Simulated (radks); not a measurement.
Results of a calculation; reference values are marked as such.
The ytterbium ion Yb9+, configuration [Kr] 4d10 4f8 5s2 5p5 (not the ground configuration).

Code: a radial shooting solver on a logarithmic mesh with Libxc functionals. Model: scalar-relativistic Kohn-Sham, PBEsol, spin-polarised, spherical densities, finite nucleus; open shells are filled with parallel spins first (spin-orbit coupling, left out, can overturn this in heavy ions); Fermi nuclear charge, rms radius 5.3108 fm.

Energy parts (eV):
total: -381751.97
kinetic: 415986.23
electron-nucleus: -928292.85
Hartree: 138205.28
exchange-correlation: -7650.63

Orbitals (lengths in bohr, moments of r in powers of bohr; r(max) is where P^2 peaks; r(90%) holds 90 % of the orbital's charge):
orbital	occ.	eigenvalue (eV)	r(max)	r(90%)
1s up	1	-61392.04	0.01238	0.0357
1s down	1	-61391.91	0.01238	0.0357
2s up	1	-10563.07	0.07062	0.129
2s down	1	-10562.86	0.07062	0.129
2p up	3	-9334.740	0.05757	0.121
2p down	3	-9334.532	0.05757	0.121
3s up	1	-2537.233	0.1996	0.318
3s down	1	-2533.387	0.1995	0.318
3p up	3	-2166.875	0.1968	0.324
3p down	3	-2163.020	0.1967	0.323
3d up	5	-1714.570	0.1604	0.305
3d down	5	-1711.588	0.1603	0.305
4s up	1	-654.0573	0.4533	0.692
4s down	1	-646.8453	0.4533	0.692
4p up	3	-530.6716	0.4733	0.739
4p down	3	-523.6440	0.4734	0.740
4d up	5	-368.1306	0.4849	0.808
4d down	5	-361.2460	0.4851	0.810
4f up	7	-187.1231	0.4555	0.957
4f down	1	-180.2468	0.4573	0.970
5s up	1	-207.5542	0.9897	1.48
5s down	1	-203.6111	0.9954	1.50
5p up	3	-171.0255	1.084	1.64
5p down	2	-167.6626	1.092	1.66

The highest occupied level is 5p down at -167.66 eV. Spin moment in Bohr magnetons: 7.
